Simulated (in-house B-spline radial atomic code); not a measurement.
A fraction x of an electron is removed from 3d in Mo V (Mo4+), starting from [Kr] 4d2 and keeping the highest spin. Method: non-relativistic PBE0, spin-polarised, spherical fractional occupations, point nucleus. Calculated with a radial B-spline atomic code at the basis-set limit.

Caution: exact exchange at fractional occupations of open shells leaves self-interaction of up to several eV.

| x | E(x) - E(0) (eV) | 3d down level (eV) |
| --- | --- | --- |
| 0 | 0.0000 | -281.258 |
| 0.02 | 5.6321 | -281.955 |
| 0.22 | 62.7228 | -288.965 |
| 0.27 | 77.2152 | -290.731 |
| 0.39 | 112.3580 | -294.988 |
| 0.5 | 145.0224 | -298.915 |
| 0.55 | ? | ? |
| 0.64 | 187.2223 | -303.947 |
| 0.87 | ? | ? |
| 0.98 | 292.6621 | -316.323 |
| 1 | 298.9959 | -317.058 |

(1) What belongs in the row x = 0.55?

(2) What belongs in the row x = 0.87?

(3) Check Janak's theorem between x = 0.02 and 0.22.

Answers

(1) An energy change of 160.0130 eV; 3d down at -300.708 eV.

(2) An energy change of 258.0883 eV; 3d down at -312.295 eV.

(3) The slope of the energy is 285.45 eV; the orbital levels give 285.46 eV (-ε of the emptying orbital, averaged over the two points).
